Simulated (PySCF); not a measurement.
Compound: H₆N₂SSi.
SMILES with atom numbers: `[NH2:1][SiH:2]([NH2:3])[SH:4]` (hydrogens: H5, H6 on N1; H7 on Si2; H8, H9 on N3; H10 on S4)

Computed by this run: PySCF 2.14.0, PBE0-D3(BJ)/def2-SVP geometry optimisation, gas phase; density fitting, grid level 1; the optimiser is geomeTRIC in internal coordinates, started from a GFN2-xTB structure with every atom displaced at random (about 0.01 Å).

The end geometry, which sets the zero of energy:
```
atom  x, y, z in Å
N1     -0.7061    1.3948   -0.1814
Si2     0.1309   -0.0371    0.2759
N3     -0.8420   -1.3442   -0.2616
S4      2.0432   -0.4943   -0.6290
H5     -0.4759    2.2703    0.2745
H6     -0.9464    1.5416   -1.1562
H7      0.4099    0.1509    1.7342
H8     -0.4768   -2.2876   -0.3014
H9     -1.8454   -1.3186   -0.1237
H10     2.7600    0.1033    0.3464
```

Question: These geometries come from the run, each turned onto the end geometry. Order them by energy, lowest first.
A.
```
atom  x, y, z in Å
N1     -0.2627    1.5013   -0.1874
Si2     0.1187   -0.0933    0.3381
N3     -0.9224   -1.3533   -0.2275
S4      2.0216   -0.6525   -0.4952
H5     -0.9540    2.0533    0.3091
H6     -0.2909    1.6847   -1.1854
H7      0.1673    0.0147    1.8292
H8     -0.5455   -2.2821   -0.3829
H9     -1.8779   -1.4078    0.1077
H10     2.5973    0.5141   -0.1280
```
B.
```
atom  x, y, z in Å
N1     -0.6757    1.4070   -0.1795
Si2     0.1370   -0.0324    0.2725
N3     -0.8507   -1.3307   -0.2665
S4      2.0534   -0.5052   -0.6294
H5     -0.4983    2.3006    0.2600
H6     -0.9669    1.5110   -1.1450
H7      0.4415    0.1090    1.7295
H8     -0.4727   -2.2708   -0.2801
H9     -1.8559   -1.3208   -0.1432
H10     2.7398    0.1111    0.3594
```
C.
```
atom  x, y, z in Å
N1     -0.6430    1.4152   -0.2040
Si2     0.1483   -0.0260    0.2660
N3     -0.8493   -1.3144   -0.2810
S4      2.0723   -0.5628   -0.5849
H5     -0.4760    2.3058    0.2425
H6     -1.0804    1.5009   -1.1125
H7      0.4426    0.1157    1.7255
H8     -0.4627   -2.2495   -0.3252
H9     -1.8510   -1.3225   -0.1238
H10     2.7507    0.1166    0.3751
```
D.
```
atom  x, y, z in Å
N1     -0.6950    1.3996   -0.1749
Si2     0.1330   -0.0350    0.2777
N3     -0.8456   -1.3364   -0.2649
S4      2.0462   -0.4888   -0.6342
H5     -0.4867    2.2902    0.2597
H6     -0.9565    1.5182   -1.1484
H7      0.4278    0.1271    1.7358
H8     -0.4747   -2.2788   -0.2841
H9     -1.8507   -1.3160   -0.1428
H10     2.7537    0.0988    0.3537
```
E.
```
atom  x, y, z in Å
N1     -0.5587    1.4315   -0.2579
Si2     0.1467   -0.0349    0.2648
N3     -0.8441   -1.3223   -0.2969
S4      2.0692   -0.6599   -0.5086
H5     -0.4769    2.2752    0.2906
H6     -1.1237    1.5463   -1.0887
H7      0.3416    0.1873    1.7329
H8     -0.4536   -2.2502   -0.4078
H9     -1.8278   -1.3551   -0.0510
H10     2.7787    0.1611    0.3003
```

Answer: D (0.003 eV), B (0.010 eV), C (0.023 eV), E (0.060 eV), A (0.114 eV).

In the order of the answer:

```
step  E above end (eV)  largest force (eV/Å)  rms force component (eV/Å)  rms distance from end (Å)  rms bond change (Å)  bond most changed (Å)
  11             0.003                  0.14                       0.038                      0.019                0.002          N1–Si2 -0.003
  10             0.010                  0.18                       0.063                      0.031                0.003          N1–Si2 -0.007
   9             0.023                  0.24                       0.087                      0.066                0.005          N1–Si2 -0.010
   7             0.060                  0.18                       0.070                      0.119                0.004          N1–Si2 -0.011
   2             0.114                  0.10                       0.034                      0.397                0.006          Si2–N3 +0.014
```

What follows is the cost of the whole optimisation. The run took 49 s wall on an Arm Neoverse V1 with one thread, shared host with 32 logical CPUs at a one-minute load of 29, and the process peaked at 0.39 GiB of memory.
